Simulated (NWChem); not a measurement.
Molecule: C$_{3}$H$_{10}$O$_{4}$Si; SMILES CC(C)O[Si](O)(O)O

```xyz
18

C     -0.9602     1.9777    -1.0542
C     -0.2147     1.6544     0.2399
C      0.6880     2.7929     0.7027
O      0.6215     0.4971     0.0356
Si     0.1395    -1.0614     0.2155
O     -0.6642    -1.1549     1.6547
O      1.5145    -1.9703     0.0973
O     -0.9023    -1.6538    -0.9243
H     -1.6160     2.8456    -0.9173
H     -0.2476     2.2053    -1.8555
H     -1.5727     1.1270    -1.3699
H     -0.9395     1.4251     1.0319
H      1.4391     3.0183    -0.0630
H      1.2084     2.5196     1.6262
H      0.1008     3.6990     0.8901
H     -1.2549    -1.9173     1.7321
H      2.3072    -1.5264     0.4305
H     -0.4675    -1.9761    -1.7265
```
Atoms are numbered in this order, from 1.

Results from NWChem. Geometry optimised at B3LYP/6-31G*; all other runs use it. Pople sets run with spherical d functions. No frequency run checked for a minimum. Vzz has the sign of the potential's second derivative.

```csv
quantity,level,value
Vzz O4 (a.u.),PBE/6-31G*,1.444
"charge (e), ESP C2",Hartree-Fock/6-31G*,0.83
orbital gap (eV),CAM-B3LYP/def2-SVP,11.51
"anisotropy (bohr³), static",BHandHLYP/6-31+G*,(withheld)
dipole (D),B3LYP/6-31G*,(withheld)
```

Problem. Some entries are withheld; supply them.

Solution. 
- anisotropy (bohr³), static, value: 10.5
- dipole (D), value: 0.57
